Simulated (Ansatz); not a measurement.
Calculated with Ansatz (gas phase, PBE0-D4/def2-TZVP geometries, no zero-point term in ΔE). CCSD(T)/CBS is the MP2 limit (def2-TZVPP, def2-QZVPP) plus CCSD(T) − MP2 in def2-TZVPP, frozen cores. One conformer a species, not always the lowest.

Consider the ligand exchange at the Si–O bond: `CO[SiH](Cl)O[SiH3]` + CH₃NH₂ → `CN[SiH](Cl)OC` + `O[SiH3]`.

| level | ΔE (kcal/mol) |
| --- | --- |
| HF/CBS(def2) | 18.3 |
| MP2/CBS(def2) | 14.3 |

Task: What does CCSD(T)/CBS give? (Best estimate.)

Result: Ansatz gave: +14.8 kcal/mol. The listed levels differ from it by 3.5, -0.5 kcal/mol.

Largest T1 diagnostic among the species: 0.011.

From PBE to PBE0 (25 % exact exchange), in def2-TZVPP and without D4, ΔE moves by +0.8 kcal/mol. In def2-TZVPP, CCSD(T) changes the Hartree–Fock value by −3.0 kcal/mol (the triples alone add −0.4 kcal/mol) and MP2 by −3.5 kcal/mol.
